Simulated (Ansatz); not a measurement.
`[SiH3][Sn]([Cl])([Cl])[Cl]` + `N=[CH][SnH3]` → `[SiH3]/N=[CH]\[SnH3]` + `[Cl][SnH]([Cl])[Cl]`  (cleavage of the Si–Sn bond)

Computed with Ansatz on PBE0-D4/def2-TZVP structures; ΔE is electronic, products minus reactants. CCSD(T)/CBS is the MP2 limit (def2-TZVPP, def2-QZVPP) plus CCSD(T) − MP2 in def2-TZVPP, frozen cores. DFT in def2-TZVPP. def2 core potentials past Kr. For Sn outer-core shells are correlated without core-valence functions, which leaves a few kJ/mol of doubt a bond. Each species was taken in one conformer, which may not be the lowest.

| species | ωB97M-V energy (Eh) |
| --- | --- |
| `[SiH3][Sn]([Cl])([Cl])[Cl]` | -1886.25509 |
| `N=[CH][SnH3]` | -310.04196 |
| `[SiH3]/N=[CH]\[SnH3]` | -600.73108 |
| `[Cl][SnH]([Cl])[Cl]` | -1595.56215 |

Problem. Work out ΔE.

Solution. ΔE = (-600.73108) + (-1595.56215) − (-1886.25509) − (-310.04196) = 0.00382 Eh = +10.0 kJ/mol. CCSD(T)/CBS gives +13.0 kJ/mol.

Largest T1 diagnostic among the species: 0.015.

In def2-TZVPP, CCSD(T) changes the Hartree–Fock value by +6.2 kJ/mol (the triples alone add −0.6 kJ/mol) and MP2 by +5.2 kJ/mol.
